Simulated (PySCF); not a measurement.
## CaBe: frontier orbitals

PBE0 at R = 3.375 Å; Ca x2c-SVPall, Be x2c-SVPall; spin-free X2C with a Gaussian nucleus (PySCF 2.14). State: Ms = 0 determinant of mixed spin (⟨S²⟩ near 1.0), unpaired electrons σ ↑, π ↓, a second solution, started from another occupation. Only the outer orbitals are listed, counted within each symmetry.

```tsv
spin	orbital	occ.	ε (eV)	on Ca (%)	main shells (%)
α	5σ	1	-51.22	100	100 Ca s
α	2π	1	-30.82	100	100 Ca p
α	2π	1	-30.60	100	100 Ca p
α	6σ	1	-30.54	100	100 Ca p
α	7σ	1	-5.88	30	71 Be s, 26 Ca s
α	8σ	1	-4.55	80	71 Ca s, 18 Be s, 9 Ca p
α	9σ	0	-1.33	31	69 Be p, 27 Ca p
α	3π	0	-1.12	44	56 Be p, 36 Ca p, 8 Ca d
α	4π	0	-1.02	98	66 Ca d, 33 Ca p
β	5σ	1	-51.22	100	100 Ca s
β	2π	1	-30.75	100	100 Ca p
β	2π	1	-30.72	100	100 Ca p
β	6σ	1	-30.63	100	100 Ca p
β	7σ	1	-6.24	24	73 Be s, 15 Ca s
β	3π	1	-2.79	42	58 Be p, 29 Ca d, 13 Ca p
β	8σ	0	-2.74	81	79 Ca s, 16 Be s
β	3π	0	-1.14	43	57 Be p, 30 Ca d, 14 Ca p
β	9σ	0	-1.00	41	53 Be p, 16 Ca d, 15 Ca p
```

Task: Which are the highest filled and the lowest empty level, where do they sit, and how wide is the gap?

Result: Highest filled β 3π at -2.79 eV (in %: 58 Be p, 29 Ca d, 13 Ca p); lowest empty β 8σ at -2.74 eV (in %: 79 Ca s, 16 Be s); the gap at PBE0 is 0.05 eV.

```
bond order (Mayer)                               : 0.98
⟨S²⟩                                             : 1.047
charge on Ca (Mulliken, basis-dependent)         : 0.26
charge on Ca (Löwdin, basis-dependent)           : 0.24
dipole moment (positive dipole means Ca(−)Be(+)) : -4.38 D
```

Closed-shell solutions of metal pairs were not tested for spin polarisation, which can lower them a little.
